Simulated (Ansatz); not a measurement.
Species: SbHF, charge 0, doublet. SbHF (SMILES [F][SbH], doublet).
B3LYP-D3(BJ)/def2-TZVP minimum from Ansatz (a quantum-chemistry and plane-wave program):
```xyz
3

Sb    -0.1173    -0.1988     0.1682
H     -1.5390    -0.0773    -0.8038
F      0.8359     1.1349    -0.8641
```
Charge 0, spin multiplicity 2.

Total energies in hartree (Ansatz). Open shells are spin-unrestricted; no spin-orbit coupling. Cores are frozen in correlated methods (noble-gas shells, and filled d and f shells in the p block). Past Kr the def2 sets carry scalar-relativistic core potentials. For partners of very few electrons the exact lower level stands in for a higher one. Spin-orbit terms, left out, reach several kcal/mol for Br and I, and more for heavier atoms.

```csv
species,HF/def2-TZVPP,CCSD(T)/def2-TZVPP,HF/def2-QZVPP,CCSD(T)/def2-QZVPP,CCSDT(Q)/def2-TZVPP
"1: SbHF (SMILES [F][SbH], doublet)",-339.33527,-339.71813,-339.34362,-339.76003,-339.71935
2: Sb (quartet),-239.27727,-239.35269,-239.27798,-239.35812,-239.35329
3: H (doublet),-0.49981,-0.49981,-0.49998,-0.49998,-0.49981
4: F (doublet),-99.41180,-99.62506,-99.41589,-99.65118,-99.62536
```

Question: Work out the atomisation energy (electronic, to ground-state atoms) in kcal/mol: take Hartree-Fock from def2-QZVPP, extrapolate the CCSD(T) correlation energy as X^-3 (X = 3, 4), and add CCSDT(Q) - CCSD(T) in def2-TZVPP. 1 hartree = 627.51 kcal/mol.

Answer: 
Species 1: correlation (64·(-0.41641) - 27·(-0.38286))/37 = -0.44089; step -0.00122; E1 = -339.34362 + (-0.44089) + (-0.00122) = -339.78573
Species 2: correlation (64·(-0.08014) - 27·(-0.07542))/37 = -0.08358; step -0.00060; E2 = -239.27798 + (-0.08358) + (-0.00060) = -239.36216
Species 3: correlation (64·(0.00000) - 27·(0.00000))/37 = 0.00000; step +0.00000; E3 = -0.49998 + (0.00000) + (+0.00000) = -0.49998
Species 4: correlation (64·(-0.23529) - 27·(-0.21326))/37 = -0.25137; step -0.00030; E4 = -99.41589 + (-0.25137) + (-0.00030) = -99.66756
-1·E1 +1·E2 +1·E3 +1·E4 = 0.25603 hartree = 160.7 kcal/mol.
